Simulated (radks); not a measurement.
Results of a calculation; reference values are marked as such.
All-electron atom: Te2+ in [Kr] 4d10 5s2 5p1 6p1 (not the ground configuration). Level of theory: scalar-relativistic Kohn-Sham, LDA (Slater exchange, Perdew-Wang correlation), spin-polarised, spherical densities, finite nucleus; open shells are filled with parallel spins first (spin-orbit coupling, left out, can overturn this in heavy ions); Fermi nuclear charge, rms radius 4.7423 fm (a radial shooting solver on a logarithmic mesh with Libxc functionals).

Radial electron density D(r) = 4 pi r^2 rho(r):

| r (bohr) | D(r) (e/bohr) | spin D(r) |
|---|---|---|
| 0.004507 | 20.39 | -0.0000647 |
| 0.005247 | 25.01 | -0.0000590 |
| 0.006158 | 30.59 | -0.0000345 |
| 0.007168 | 36.49 | 0.0000205 |
| 0.008345 | 42.79 | 0.000129 |
| 0.009793 | 49.56 | 0.000339 |
| 0.0114 | 55.69 | 0.000685 |
| 0.01327 | 61.00 | 0.00125 |
| 0.01545 | 64.96 | 0.00215 |
| 0.01813 | 67.15 | 0.00361 |
| 0.02111 | 67.13 | 0.00567 |
| 0.02457 | 65.25 | 0.00855 |
| 0.02884 | 62.12 | 0.0126 |
| 0.03357 | 59.41 | 0.0174 |
| 0.03908 | 58.57 | 0.0229 |
| 0.04586 | 61.13 | 0.0284 |
| 0.05339 | 67.14 | 0.0321 |
| 0.06216 | 75.36 | 0.0326 |
| 0.07236 | 83.03 | 0.0283 |
| 0.08492 | 86.87 | 0.0183 |
| 0.09886 | 84.27 | 0.00595 |
| 0.1151 | 76.34 | -0.00369 |
| 0.1351 | 66.59 | -0.00322 |
| 0.1572 | 61.36 | 0.0120 |
| 0.183 | 62.86 | 0.0378 |
| 0.2148 | 69.02 | 0.0615 |
| 0.2501 | 72.39 | 0.0629 |
| 0.2911 | 67.37 | 0.0386 |
| 0.3389 | 53.73 | 0.00724 |
| 0.3977 | 36.69 | 0.00427 |
| 0.463 | 25.77 | 0.0505 |
| 0.539 | 23.01 | 0.120 |
| 0.6325 | 25.32 | 0.154 |
| 0.7363 | 26.60 | 0.108 |
| 0.8572 | 23.92 | 0.0200 |
| 1.006 | 17.90 | -0.0147 |
| 1.171 | 11.92 | 0.0877 |
| 1.363 | 7.478 | 0.311 |
| 1.587 | 4.794 | 0.551 |
| 1.863 | 3.145 | 0.682 |
| 2.168 | 2.054 | 0.628 |
| 2.524 | 1.199 | 0.458 |
| 2.962 | 0.5985 | 0.291 |
| 3.448 | 0.3430 | 0.238 |
| 4.015 | 0.2985 | 0.271 |
| 4.711 | 0.3079 | 0.303 |
| 5.484 | 0.2621 | 0.261 |
| 6.385 | 0.1640 | 0.164 |
| 7.433 | 0.07223 | 0.0722 |
| 8.723 | 0.02012 | 0.0201 |
| 10.15 | 0.003887 | 0.00389 |
| 11.82 | 0.0004747 | 0.000475 |

D(r) has 5 maxima, at r = 0.0195, 0.0863, 0.250, 0.719, 4.60 bohr, and minima at 0.0379, 0.164, 0.530, 3.95 bohr, inside which lie 1.98, 11.17, 29.01, 49.16 electrons.
